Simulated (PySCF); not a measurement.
Spinor energies of As (arsenic, neutral)

Start: [Ar] 3d10 4s2 4p3; 4p3/2 filled at m_j = -1/2, +1/2, +3/2. Calculated with PySCF 2.14 in x2c-TZVPall-2c (6s7p4d1f, 54 functions): generalised Hartree-Fock with the X2C-1e Hamiltonian and a Gaussian nucleus; one run each with spin-orbit coupling (SO) switched off, then screened by Boettger's factors. This is a chosen level, not necessarily the ground level.

```json
{"spinor shell": "1s1/2", "electrons": "2", "ε, spin-free (eV)": "-11944.7", "ε, screened SO (eV)": "-11944.4", "weight of nominal j (screened SO)": "1.000", "rms radius, screened SO (bohr)": "0.0524"}
{"spinor shell": "2s1/2", "electrons": "2", "ε, spin-free (eV)": "-1572.3", "ε, screened SO (eV)": "-1572.2", "weight of nominal j (screened SO)": "1.000", "rms radius, screened SO (bohr)": "0.219"}
{"spinor shell": "2p1/2", "electrons": "2", "ε, spin-free (eV)": "-1373.7", "ε, screened SO (eV)": "-1398.8", "weight of nominal j (screened SO)": "1.000", "rms radius, screened SO (bohr)": "0.194"}
{"spinor shell": "2p3/2", "electrons": "4", "ε, spin-free (eV)": "-1373.7", "ε, screened SO (eV)": "-1361.7", "weight of nominal j (screened SO)": "1.000", "rms radius, screened SO (bohr)": "0.197"}
{"spinor shell": "3s1/2", "electrons": "2", "ε, spin-free (eV)": "-225.27", "ε, screened SO (eV)": "-225.25", "weight of nominal j (screened SO)": "1.000", "rms radius, screened SO (bohr)": "0.639"}
{"spinor shell": "3p1/2", "electrons": "2", "ε, spin-free (eV)": "-161.54", "ε, screened SO (eV)": "-165.21", "weight of nominal j (screened SO)": "0.998", "rms radius, screened SO (bohr)": "0.660"}
{"spinor shell": "3p3/2", "electrons": "4", "ε, spin-free (eV)": "-161.54", "ε, screened SO (eV)": "-159.77", "weight of nominal j (screened SO)": "0.999", "rms radius, screened SO (bohr)": "0.670"}
{"spinor shell": "3d3/2", "electrons": "4", "ε, spin-free (eV)": "-56.346", "ε, screened SO (eV)": "-56.818", "weight of nominal j (screened SO)": "0.978", "rms radius, screened SO (bohr)": "0.749"}
{"spinor shell": "3d5/2", "electrons": "6", "ε, spin-free (eV)": "-56.346", "ε, screened SO (eV)": "-56.010", "weight of nominal j (screened SO)": "0.985", "rms radius, screened SO (bohr)": "0.751"}
{"spinor shell": "4s1/2", "electrons": "2", "ε, spin-free (eV)": "-19.205", "ε, screened SO (eV)": "-19.200", "weight of nominal j (screened SO)": "1.000", "rms radius, screened SO (bohr)": "2.14"}
{"spinor shell": "4p3/2", "electrons": "3", "ε, spin-free (eV)": "-10.048", "ε, screened SO (eV)": "-10.048", "weight of nominal j (screened SO)": "0.642", "rms radius, screened SO (bohr)": "2.74"}
```

| quantity | spin-free | screened SO |
| --- | --- | --- |
| E (hartree) | -2258.96264 | -2259.05781 |
| M_J | 3/2 | 3/2 |
| ⟨J²⟩ | 3.751 | 3.751 |
| ⟨L²⟩ | 0.000 | 0.009 |
| ⟨S²⟩ | 3.751 | 3.743 |

Each row is a mean over spinors that exchange with the open shell spreads, by up to 6.968 eV (4s1/2).

Rows whose weight is well below 1 are mixtures of j = l ± 1/2: exchange outweighs spin-orbit coupling there, and the label is only the starting occupation.

Without spin-orbit coupling the j labels of p, d and f shells carry no meaning; the spin-free column gives the mean over the occupied spinors of each nl shell.
